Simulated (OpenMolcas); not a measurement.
**Cr2+: ligand-field states by method**

Cr2+ with 6 ligands (sulfide) in trigonal antiprismatic coordination (D3d) at 2.58 Å, a polar angle of 53.1° against the regular 54.74°. A charge of +1.67 e stands 2.6 Å behind each ligand. Ligand basis ANO-RCC-VDZP.
```
Cr    0.0000    0.0000    0.0000
S     0.0000    2.0630    1.5493
S    -1.7866   -1.0315    1.5493
S     1.7866   -1.0315    1.5493
S     0.0000   -2.0630   -1.5493
S     1.7866    1.0315   -1.5493
S    -1.7866    1.0315   -1.5493
```

| Property | Result |
| --- | --- |
| Program | OpenMolcas 26.06 |
| Basis | ANO-RCC-VTZP [6s5p3d2f1g] |
| Scalar Hamiltonian | DKH2, point nucleus |
| Active space | 4 electrons in 5 orbitals (3d) |
| State averaging | 2S+1 = 5 even, 5 roots; 2S+1 = 3 even, 45 roots; 2S+1 = 1 even, 50 roots |
| Spin-orbit coupling | state interaction with AMFI integrals over the reference wave functions |

I. CASSCF
II. SS-CASPT2, IPEA 0.25 Eh, imaginary shift 0.1 Eh (closed shells correlated: 3s 3p and the ligand valence shells)

Spin-free states (labels of D3, the rotations of D3d) in cm-1, each column counted from its own energy of the first state listed:

| State | Degeneracy | I | II |
| --- | --- | --- | --- |
| 5E | 2 | 0 | 0 |
| 2S+1 = 5 | 1 | 2192 | 2720 |
| 5E | 2 | 2207 | 2330 |
| 2S+1 = 3 | 1 | 18405 | 15140 |
| 3E | 2 | 18432 | 15130 |
| 3E | 2 | 19141 | 15000 |
| 3E | 2 | 20287 | 15690 |
| 2S+1 = 3 | 1 | 20294 | 15650 |
| 2S+1 = 3 | 1 | 20544 | 15580 |
| 3E | 2 | 20549 | 15530 |
| 3E | 2 | 21807 | 16340 |
| 2S+1 = 3 | 1 | 21819 | 16270 |
| 2S+1 = 3 | 1 | 22173 | 16400 |
| 3E | 2 | 22932 | 17300 |
| 2S+1 = 3 | 1 | 22956 | 17280 |
| 2S+1 = 3 | 1 | 23868 | 18060 |
| 3E | 2 | 24331 | 19200 |
| 2S+1 = 3 | 1 | 24359 | 19270 |
| 3E | 2 | 24764 | 18980 |
| 2S+1 = 3 | 1 | 24852 | 19380 |

From I to II, I's first state of the same spin (2S+1 = 5) moves from 2192 to 2720 cm-1, by about +530 cm-1. In II another state of that kind comes below it.

From I to II, I's first state of another spin (2S+1 = 3) moves from 18405 to 15140 cm-1, by about -3300 cm-1. In II another state of that kind comes below it.

χT at 300 K: I 2.82, II 2.84 cm3 K/mol.

Roots that are degenerate in the reference are averaged as groups; the widest CASPT2 spread within a group is 550 cm-1 (the 2-fold group of multiplicity 1 near 60100 cm-1 above the lowest state of its run, II). Shifts and gaps below about the spread of the groups concerned are not significant. Over all roots computed the reference weight is 0.61 to 0.63 in II; a low but even weight reflects the number of correlated electrons. An orbital doublet at a regular site is open to a Jahn-Teller distortion, which this geometry leaves out. The sulfide ions are held by bare point charges, a crude embedding. Ligand-to-metal charge-transfer states are missing. With no ligand orbital active B as a rule stays too high, so bands that hang on it stand too high and its fall with covalency is understated. Without dynamic correlation the repulsion within the d shell is too large (B by tens of per cent), so at a given field states of lower spin stand too high (holds for I). CASSCF with metal d orbitals alone favours high spin, so a ground state of lower spin is not ruled out (holds for I). With metal d orbitals alone and no dynamic correlation the field as a rule comes out too small, by tens of per cent, by up to half for chloride and softer ligands (holds for I). With one d shell and no ligand orbital active, 10Dq can be off by tens of per cent for divalent 3d ions, low with halides held by bare charges and at times high in hosts (holds for II). Free-ion shares, where given, are those of the reference states; single-state CASPT2 does not remix them (holds for II). A group larger than the point group allows holds several states that coincide in this model. No measured value stands beside these numbers; the geometry was imposed, not optimised, and the real ion may take another.

A state without a sure symmetry label is named by its multiplicity alone.
